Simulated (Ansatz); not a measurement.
Molecule: C₄H₇Cl₂, charge -1, multiplicity 1. It need not be the lowest isomer of its formula. Whether it binds its extra electron was not tested at this geometry. 
Geometry from a B3LYP-D3(BJ)/def2-TZVP (Ansatz, a first-principles code) optimisation:
SMILES: C[C@@H](C[CH-]Cl)Cl
```xyz
13

C     -2.1248     0.7242     0.3407
C     -0.8731    -0.0503    -0.0255
C      0.2715     0.0813     0.9788
C      1.6364    -0.2090     0.3947
Cl     2.0473     1.4271    -0.6241
Cl    -1.3577    -1.8208    -0.2500
H     -1.8803     1.7891     0.3770
H     -2.9212     0.5698    -0.3893
H     -2.4933     0.4249     1.3248
H     -0.5085     0.2358    -1.0088
H      0.1030    -0.6326     1.7962
H      0.1546     1.0933     1.4206
H      2.3619    -0.0649     1.2085
```
Charge -1, spin multiplicity 1.

Basis-set convergence of Hartree-Fock and CCSD(T) correlation energies (hartree) with Ansatz. Correlated levels leave the core frozen unless marked. No spin-orbit coupling. No relativistic terms. This anion needs diffuse functions, which these sets lack.

```json
[
 {"basis": "cc-pV(D+d)Z", "functions": "137", "E(HF)": "-1074.51029", "E(corr, CCSD(T))": "-0.94889"},
 {"basis": "cc-pV(T+d)Z", "functions": "296", "E(HF)": "-1074.58576", "E(corr, CCSD(T))": "-1.20034"},
 {"basis": "cc-pV(Q+d)Z", "functions": "558", "E(HF)": "(withheld)", "E(corr, CCSD(T))": "(withheld)"}
]
```

### Question
Complete the blanks.

### Answer

- cc-pV(Q+d)Z, E(HF): -1074.60497
- cc-pV(Q+d)Z, E(corr, CCSD(T)): -1.28101
